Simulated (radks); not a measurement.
Values are calculated unless marked as measured or tabulated.
Effect of the nuclear size on the indium ion In3+, [Kr] 4d10. Level of theory: Dirac Kohn-Sham, relativistic LDA (MacDonald-Vosko exchange, VWN5 correlation), spin-unpolarised, spherical densities, finite nucleus; Fermi nuclear charge, rms radius 4.6156 fm (a radial shooting solver on a logarithmic mesh with Libxc functionals). The rms radius is varied about that value; shifts are against it.

rms radius (fm)  total energy shift (eV)  density at nucleus (e/bohr^3)  1s1/2 shift (meV)  2s1/2 shift (meV)  4s1/2 shift (meV)  4p1/2 shift (meV)  4d5/2 shift (meV)  5s1/2 (empty) shift (meV)
4.131                             -0.715                      1.756e+05               -299              -34.0              -1.30              0.045              0.028                     -0.186
4.2648                            -0.524                      1.747e+05               -219              -24.9             -0.956              0.033              0.020                     -0.136
4.6156                                 0                      1.727e+05              0.000              0.000              0.000              0.000              0.000                      0.000
4.8279                             0.334                      1.716e+05                140               15.9              0.610             -0.021             -0.013                      0.087
5.7603                              1.95                      1.672e+05                817               92.9               3.56             -0.122             -0.075                      0.509

Slopes of the eigenvalues against <r^2> in GHz/fm^2, as finite differences over the two radii next to the reference (eigenvalue slopes, not the field-shift constants of lines): 1s1/2 16900, 2s1/2 1930, 4s1/2 74.0, 4p1/2 -2.53, 4d5/2 -1.56, 5s1/2 (empty) 10.6.
